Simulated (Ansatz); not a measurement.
CH₅FSeSi₂ (`F[SiH]1C[SiH2][Se]1`) at its PBE0-D4/def2-TZVP geometry, where that method's forces vanish. Charge 0, multiplicity 1.

```xyz
10

F     0.6334   -2.2586   -1.1448
Si   -0.3341   -1.0097   -0.9047
C    -0.2002   -0.3545    0.8364
Si    0.4470    1.3295    0.2995
Se    0.4062    0.8656   -1.9506
H    -1.6744   -1.4445   -1.3593
H     0.5161   -0.9196    1.4368
H    -1.1524   -0.3093    1.3681
H     1.8161    1.6451    0.7792
H    -0.4578    2.4561    0.6392
```

Question: What forces (eV/Å) does r2SCAN-D4/def2-TZVPP give on these atoms in the Gaussian-basis code of Ansatz? (Best estimate.)

Answer: Computed: 
```
F1   0.031 -0.038 -0.009
Si2 -0.047  0.010  0.025
C3  -0.015 -0.017  0.026
Si4  0.002  0.017  0.022
Se5  0.025  0.044 -0.100
H6   0.012  0.010  0.013
H7  -0.022  0.001  0.008
H8   0.020 -0.011  0.014
H9  -0.021  0.001  0.000
H10  0.015 -0.017  0.001
```
